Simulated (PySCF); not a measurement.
C2H2F4, SMILES FC(F)C(F)F. Atoms are numbered in the order given.

```xyz
8

F     -1.3622     0.0903     1.0986
C     -0.6916    -0.3214     0.0000
F     -1.3622     0.0903    -1.0986
C      0.6916     0.3214     0.0000
F      1.3622    -0.0903    -1.0986
F      1.3622    -0.0903     1.0986
H     -0.6194    -1.4235     0.0000
H      0.6194     1.4235     0.0000
```

Coordinates come from a B3LYP-D3(BJ)/def2-SVP optimisation. Other conformers were not sampled.

Two levels are set side by side: PBE/pcSseg-1 (PySCF) and HF/pcSseg-1 (PySCF). GIAO shifts against CFCl3 (¹⁹F), TMS (¹H), TMS (¹³C) at the same level; non-relativistic, no solvent, atoms listed together averaged. Differences are taken from unrounded values.

| quantity | HF | PBE | PBE minus HF |
|---|---|---|---|
| δ(¹⁹F) of F1, F3, F5, F6 (ppm) | -122.8 | -171.0 | -48.3 |
| δ(¹³C) of C2, C4 (ppm) | 102.9 | 122.6 | 19.7 |
| δ(¹H) of H7, H8 (ppm) | 5.73 | 5.97 | 0.24 |

Rough cost on one machine, each run with all the roots and properties that it gave: HF against PBE within a factor of 2.
